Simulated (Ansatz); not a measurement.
Total energies of the cluster Li₃Sn₂ from Ansatz at PBE0-D4/def2-TZVP, gas phase (1 Eh = 27.2114 eV = 2625.5 kJ/mol). The reference geometry is relaxed at PBE0-D4/def2-TZVP.

Cartesian coordinates in Å:
```
Li -0.5412 -0.2866 1.6866
Li 1.2113 -1.1784 -0.5973
Li -2.0393 -0.9490 -1.2031
Sn -0.4077 1.1121 -0.7329
Sn 1.7769 1.3019 0.8467
```

| state | geometry | energy (Eh) |
| --- | --- | --- |
| charge 0 doublet | reference | -451.19340 |
| charge 1 singlet | reference | -451.00922 |
| charge 1 singlet | relaxed at PBE0-D4/def2-TZVP | -451.02982 |
| charge 0 quartet | relaxed at PBE0-D4/def2-TZVP | -451.16297 |
| free Li atom (doublet) | – | -7.46705 |
| free Sn atom (triplet) | – | -214.25870 |

In the def2 sets Sn takes a core potential; there is no spin–orbit coupling.

Q: Work out the vertical ionisation energy to the singlet.

A: E(charge 1 singlet) − E(charge 0 doublet) = -451.00922 − (-451.19340) = 0.18418 Eh = 5.01 eV. For comparison, −ε of the highest occupied level of the spin that leaves is 3.67 eV at this level, 1.34 eV less.

Q: How much does the charge 1 singlet relax, and what is the adiabatic ionisation energy?

A: Relaxation: -451.00922 − (-451.02982) = 0.02060 Eh = 0.56 eV. Adiabatic ionisation energy: 0.16358 Eh = 4.45 eV, without zero-point energy. 

Q: Which of the charge 0 states is lowest, and how far above it are the others?

A: The doublet. quartet: -451.16297 − (-451.19340) = 0.03043 Eh = 79.9 kJ/mol.

Q: What is the binding energy per atom against free atoms?

A: Atoms: 3 × (-7.46705) + 2 × (-214.25870) = -450.91855 Eh. Binding: -450.91855 − (-451.19340) = 0.27485 Eh = 7.48 eV, or 1.50 eV for each of 5 atoms (no zero-point energy, no counterpoise term).

The structure comes from a short search, and lower isomers may exist.
